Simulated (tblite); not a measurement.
Compound: C₁₁H₄OS₄.
Numbering: `[O:1]=[CH:2][c:3]1[cH:4][s:5][c:6]2[s:7][c:8]3[s:9][c:10]4[s:11][cH:12][cH:13][c:14]4[c:15]3[c:16]12` (hydrogens: H17 on C2; H18 on C4; H19 on C12; H20 on C13)

Computed with GFN2-xTB (tblite), gas phase: L-BFGS steps from a force-field or distance-geometry start until the largest atomic force falls under 0.01 eV/Å.

Step 2: E = -1159.2320 eV
```
atom  x, y, z in Å  |  force x, y, z in eV/Å
O1     -0.5174    1.5161   -2.1081   -0.985  -0.256   0.806
C2     -1.6026    1.4554   -1.5436    1.511   0.018  -0.637
C3     -1.9413    0.7525   -0.3148    0.348  -0.356   0.412
C4     -3.2318    0.8161    0.1455   -0.163  -0.031   0.102
S5     -3.5651   -0.0284    1.5874    0.266  -0.225   0.212
C6     -1.9167   -0.5429    1.6574    0.503   0.305  -0.624
S7     -1.0712   -1.5285    2.8084   -0.327   0.107  -0.013
C8      0.3663   -1.3160    1.8719   -0.774   0.391  -0.285
S9      1.9109   -1.9671    2.1890    0.447  -0.387   0.407
C10     2.4802   -1.1999    0.7652   -0.566   0.589  -0.675
S11     4.0300   -1.1603    0.0289    0.151   0.141  -0.287
C12     3.3977   -0.1506   -1.2433   -0.269   0.142  -0.055
C13     2.0849    0.1296   -1.0957   -0.503  -0.133   0.385
C14     1.5040   -0.4663    0.0638    0.142  -0.089   0.140
C15     0.2186   -0.5279    0.7260    0.524  -0.092  -0.124
C16    -1.1350   -0.0585    0.5882   -0.080  -0.116   0.151
H17    -2.4399    1.9962   -2.0026   -0.375  -0.005   0.153
H18    -4.0670    1.3223   -0.2803   -0.093   0.245  -0.326
H19     3.9698    0.2344   -2.0702    0.318  -0.313   0.320
H20     1.5203    0.7347   -1.7762   -0.076   0.064  -0.062
```

Step 3: E = -1159.2895 eV
```
atom  x, y, z in Å  |  force x, y, z in eV/Å
O1     -0.5276    1.5126   -2.0985    1.002  -0.129  -0.250
C2     -1.5854    1.4560   -1.5512   -0.742  -0.126   0.556
C3     -1.9371    0.7482   -0.3098    0.035  -0.100   0.150
C4     -3.2343    0.8160    0.1465    0.094  -0.024  -0.018
S5     -3.5598   -0.0319    1.5903    0.177  -0.165   0.160
C6     -1.9108   -0.5396    1.6505    0.205   0.139  -0.251
S7     -1.0765   -1.5259    2.8068   -0.271   0.082   0.002
C8      0.3581   -1.3121    1.8690   -0.301   0.125  -0.084
S9      1.9154   -1.9706    2.1925    0.183  -0.136   0.138
C10     2.4738   -1.1932    0.7573   -0.088   0.132  -0.177
S11     4.0297   -1.1573    0.0245    0.069   0.115  -0.210
C12     3.3946   -0.1491   -1.2436   -0.337   0.126  -0.009
C13     2.0792    0.1272   -1.0901   -0.312   0.111  -0.058
C14     1.5082   -0.4676    0.0648   -0.273   0.073   0.056
C15     0.2250   -0.5296    0.7254    0.099   0.031  -0.123
C16    -1.1375   -0.0600    0.5907    0.396  -0.048  -0.143
H17    -2.4449    1.9958   -2.0001   -0.192  -0.099   0.220
H18    -4.0679    1.3256   -0.2847   -0.015   0.182  -0.262
H19     3.9737    0.2300   -2.0656    0.294  -0.259   0.250
H20     1.5187    0.7362   -1.7777   -0.022  -0.029   0.054
```

Step 4: E = -1159.3181 eV
```
atom  x, y, z in Å  |  force x, y, z in eV/Å
O1     -0.5191    1.5097   -2.0979    0.140  -0.141   0.149
C2     -1.5879    1.4543   -1.5468    0.002  -0.089   0.162
C3     -1.9353    0.7454   -0.3060    0.014   0.011  -0.015
C4     -3.2336    0.8154    0.1468   -0.032   0.000   0.001
S5     -3.5562   -0.0352    1.5934    0.170  -0.087   0.044
C6     -1.9058   -0.5363    1.6443    0.080   0.016  -0.021
S7     -1.0816   -1.5243    2.8069   -0.213   0.109  -0.066
C8      0.3503   -1.3085    1.8665    0.102  -0.124   0.122
S9      1.9201   -1.9743    2.1964   -0.082   0.103  -0.113
C10     2.4702   -1.1888    0.7520    0.119  -0.104   0.102
S11     4.0314   -1.1552    0.0204   -0.107   0.135  -0.162
C12     3.3889   -0.1467   -1.2440   -0.309   0.099   0.012
C13     2.0725    0.1286   -1.0899   -0.119   0.039  -0.021
C14     1.5043   -0.4671    0.0667   -0.103   0.160  -0.170
C15     0.2289   -0.5295    0.7229   -0.164   0.037  -0.012
C16    -1.1319   -0.0613    0.5894    0.334   0.051  -0.253
H17    -2.4492    1.9944   -1.9964   -0.074  -0.135   0.229
H18    -4.0686    1.3292   -0.2898    0.124   0.084  -0.170
H19     3.9792    0.2251   -2.0607    0.240  -0.217   0.210
H20     1.5183    0.7359   -1.7770   -0.120   0.054  -0.030
```

Task: Estimate the geometry and energy of step 5. (The exact step hangs on the optimiser's Hessian estimate; all steps are aligned on step 4, rigid shifts and turns removed.)

Result: E = -1159.3405 eV, largest force 0.293 eV/Å
```
atom  x, y, z in Å  |  force x, y, z in eV/Å
O1     -0.5125    1.5039   -2.0923   -0.152  -0.105   0.228
C2     -1.5859    1.4520   -1.5429    0.136  -0.073   0.057
C3     -1.9338    0.7435   -0.3035   -0.018   0.062  -0.084
C4     -3.2346    0.8153    0.1469    0.018  -0.020   0.015
S5     -3.5471   -0.0405    1.5971    0.004   0.040  -0.076
C6     -1.9006   -0.5338    1.6399    0.080   0.026  -0.053
S7     -1.0915   -1.5192    2.8037   -0.009   0.013  -0.005
C8      0.3473   -1.3088    1.8675    0.159  -0.137   0.118
S9      1.9212   -1.9739    2.1955   -0.140   0.132  -0.134
C10     2.4704   -1.1878    0.7500    0.044  -0.074   0.097
S11     4.0277   -1.1491    0.0126   -0.078   0.046  -0.036
C12     3.3792   -0.1434   -1.2437   -0.074   0.074  -0.065
C13     2.0654    0.1300   -1.0897   -0.151   0.127  -0.123
C14     1.5022   -0.4644    0.0649   -0.074   0.035  -0.017
C15     0.2295   -0.5297    0.7220   -0.055  -0.022   0.039
C16    -1.1234   -0.0617    0.5848    0.046   0.114  -0.205
H17    -2.4548    1.9905   -1.9884    0.066  -0.156   0.206
H18    -4.0665    1.3341   -0.2978    0.197   0.001  -0.075
H19     3.9880    0.2162   -2.0517    0.160  -0.157   0.157
H20     1.5149    0.7374   -1.7778   -0.159   0.074  -0.047
```

The energy changes by -0.0224 eV. The first-order estimate −F·Δx gives -0.0314 eV and the mean of the old and new forces, exact on a quadratic surface, -0.0224 eV. The step makes an angle of 32° with the force vector and moves no atom by more than 0.015 Å.

The cost below is that of the whole relaxation. Hardware: AMD EPYC 7B13, one thread, shared host. Cost: 0.78 s wall.
